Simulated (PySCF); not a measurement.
Job file and geometry (Å, from GFN2-xTB) of an NMR shielding run on SMILES FC(F)[C@H]1C[C@]2(C[C@@H]2F)C1, C7H9F3, GIAO PBE0/pcSseg-1 NMR shielding, non-relativistic, gas phase (PySCF 2.14.0, density-fitted response routines); density fitting, a coarse starting grid and PySCF grid level 2 are the driver's defaults:

```
{"job": {"kind": "nmr", "xc": "PBE0", "basis": "pcSseg-1"}, "charge": 0, "multiplicity": 1}
F      2.695092    -0.943392    -1.618816
C      2.099990     0.090881    -0.975006
F      3.101218     0.925887    -0.597530
C      1.322337    -0.400859     0.230143
C      0.494594     0.704244     0.917632
C     -0.770952     0.020118     0.425140
C     -2.118315    -0.046436     1.079762
C     -1.943453     0.679657    -0.219104
F     -2.459698     0.114862    -1.348835
C      0.024570    -1.143699    -0.145451
H      1.476670     0.627391    -1.707091
H      2.003902    -0.947774     0.881928
H      0.666387     1.708910     0.533849
H      0.595198     0.716922     2.001026
H     -2.636780    -0.992626     1.047880
H     -2.306202     0.538401     1.966721
H     -2.022892     1.758952    -0.272059
H     -0.116437    -2.079407     0.391140
H     -0.115033    -1.322781    -1.210520
```

Q: Write the output of this run.

A: 
```
coarse grid: 16440 points
cycle   1  E = -570.7828279617  dE =  1.606e+00  |g| = 7.937e-01  |ddm| = 3.904e+00
cycle   2  E = -570.7047545742  dE =  7.807e-02  |g| = 1.099e+00  |ddm| = 1.158e+00
cycle   3  E = -570.8908292438  dE = -1.861e-01  |g| = 6.842e-02  |ddm| = 6.878e-01
cycle   4  E = -570.8915606427  dE = -7.314e-04  |g| = 3.493e-02  |ddm| = 8.311e-02
cycle   5  E = -570.8918359833  dE = -2.753e-04  |g| = 7.513e-03  |ddm| = 3.776e-02
cycle   6  E = -570.8918467196  dE = -1.074e-05  |g| = 3.010e-03  |ddm| = 9.717e-03
cycle   7  E = -570.8918485869  dE = -1.867e-06  |g| = 3.673e-04  |ddm| = 2.794e-03
final grid: 161616 points
cycle   8  E = -570.9719842834  dE = -6.546e-05  |g| = 9.657e-03  |ddm| = 4.021e-02
cycle   9  E = -570.9719695742  dE =  1.471e-05  |g| = 1.334e-02  |ddm| = 1.956e-02
cycle  10  E = -570.9720056074  dE = -3.603e-05  |g| = 1.295e-03  |ddm| = 1.099e-02
cycle  11  E = -570.9720059052  dE = -2.978e-07  |g| = 2.222e-04  |ddm| = 1.154e-03
cycle  12  E = -570.9720059133  dE = -8.148e-09  |g| = 6.009e-05  |ddm| = 2.055e-04
cycle  13  E = -570.9720059139  dE = -6.025e-10  |g| = 2.108e-05  |ddm| = 6.887e-05
converged SCF energy = -570.9720059139

GIAO shielding tensors (ppm)
atom      isotropic    diamagn.    paramagn.     s11        s22        s33       span
  0 F      311.253     470.276    -159.024    222.463    342.134    369.161    146.698
  1 C       59.956     244.932    -184.976     42.528     66.713     70.626     28.098
  2 F      311.329     470.342    -159.013    221.065    342.947    369.976    148.911
  3 C      152.495     254.208    -101.714    142.566    152.011    162.907     20.341
  4 C      156.537     247.152     -90.616    143.479    145.200    180.932     37.453
  5 C      167.317     251.678     -84.361    133.909    153.653    214.389     80.481
  6 C      166.360     254.285     -87.925    141.655    160.021    197.404     55.749
  7 C      106.946     244.238    -137.292     57.506     82.503    180.829    123.322
  8 F      408.687     471.277     -62.589    373.576    401.424    451.062     77.485
  9 C      160.851     245.985     -85.134    144.278    155.421    182.854     38.576
 10 H       25.555      29.612      -4.057     23.809     25.555     27.300      3.491
 11 H       29.056      31.153      -2.097     24.851     28.494     33.824      8.973
 12 H       29.809      31.284      -1.474     25.857     28.538     35.033      9.176
 13 H       29.398      30.900      -1.503     25.234     27.833     35.126      9.893
 14 H       30.960      30.708       0.252     25.974     28.368     38.538     12.564
 15 H       31.095      30.727       0.367     26.225     27.384     39.674     13.450
 16 H       27.423      30.054      -2.631     22.712     27.602     31.956      9.244
 17 H       29.258      30.811      -1.553     24.844     27.760     35.171     10.327
 18 H       29.362      30.904      -1.543     25.301     28.861     33.923      8.622
```

Size and cost of the density-fitted run: 215 basis functions, 69 s wall time on 1 thread of an x86-64 server CPU, shared host.
